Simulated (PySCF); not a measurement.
PySCF 2.14 output of a UHF calculation on a single atom or ion in aug-cc-pVDZ-PP with ECP10MDF, with scalar relativity through the core potential:

```
SCF conv_tol = 1e-09
number electrons alpha = 13  beta = 11
cycle= 1 E= -415.079407787725  delta_E= -0.00332  |g|= 0.0203  |ddm|= 0.0577
cycle= 2 E= -415.079716192398  delta_E= -0.000308  |g|= 0.00636  |ddm|= 0.0192
cycle= 3 E= -415.079751067176  delta_E= -3.49e-05  |g|= 0.000406  |ddm|= 0.0114
cycle= 4 E= -415.079751316376  delta_E= -2.49e-07  |g|= 6.79e-05  |ddm|= 0.00265
cycle= 5 E= -415.079751322213  delta_E= -5.84e-09  |g|= 1.52e-05  |ddm|= 0.000403
cycle= 6 E= -415.079751322454  delta_E= -2.42e-10  |g|= 3.07e-06  |ddm|= 7.68e-05
converged SCF energy = -415.079751322454  <S^2> = 2.0065451  2S+1 = 3.0043602
```

The run itself started from symmetry-adapted Hartree-Fock orbitals and held the occupation by maximum overlap, so the iterations belong to that start.

**Question.** Which element, charge and spin multiplicity is this?

**Answer.** Br⁺ (bromine, charge +1), multiplicity 3; the state was [Ar] 3d10 4s2 4p4, high-spin 3P determinant.

Energies and moments cover only the electrons outside the core potential.
